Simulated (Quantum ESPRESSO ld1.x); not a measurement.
Question: Cr IX, configuration [Ne] 3s2 3p4. All-electron calculation, Dirac Kohn-Sham, PBEsol, spin-unpolarised, spherical densities, point nucleus; open shells fill j = l - 1/2 first. Program: ld1.x of Quantum ESPRESSO 7.5. Some entries of the table are withheld. Estimate them.

| orbital | occ. | eigenvalue (eV) | <r> (bohr) | <r^2> (bohr^2) |
|---|---|---|---|---|
| 1s1/2 | 2 | (1) | 0.06360 | 0.005440 |
| 2s1/2 | 2 | -847.451 | 0.2922 | 0.1008 |
| 2p1/2 | 2 | -747.705 | 0.2570 | 0.08129 |
| 2p3/2 | 4 | -739.023 | 0.2598 | 0.08294 |
| 3s1/2 | 2 | -229.728 | 0.8161 | 0.7589 |
| 3p1/2 | 2 | -200.268 | (2) | (3) |
| 3p3/2 | 2 | -198.864 | (4) | (5) |
| 3d3/2 | 0 | -153.110 | 0.8182 | 0.7881 |
| 3d5/2 | 0 | -152.910 | 0.8196 | 0.7906 |
| 4s1/2 | 0 | (6) | 1.738 | 3.387 |

Answer: 
(1) 1s1/2 eigenvalue (eV): -6055.90
(2) 3p1/2 <r> (bohr): 0.8262
(3) 3p1/2 <r^2> (bohr^2): 0.7882
(4) 3p3/2 <r> (bohr): 0.8316
(5) 3p3/2 <r^2> (bohr^2): 0.7983
(6) 4s1/2 eigenvalue (eV): -98.1300
